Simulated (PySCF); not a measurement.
Excitation energy of Si²⁺ by level of theory

Si²⁺ [Ne] 3s2 (1S) → Si²⁺ [Ne] 3s1 4s1 (3S), as a difference of total energies. All numbers are calculated (PySCF 2.14, the non-relativistic Hamiltonian (point nucleus), in aug-cc-pV(Q+d)Z with one added diffuse shell each of s, p, d, f, g type (8s7p6d4f3g, 114 functions)). Correlated levels: valence: [Ne] frozen. The calculations carry no spin-orbit coupling.

```tsv
method	excitation energy (cm⁻¹)
UHF	143520
LDA	151440
PBE	150230
PBE0	149870
r2SCAN	148860
r2SCANh	148910
M06	150520
MP2 (valence)	149830
SCS-MP2 (valence)	151960
```

The promoted electron is Rydberg-like, and one or two diffuse shells describe it only roughly, which tends to raise the upper state.
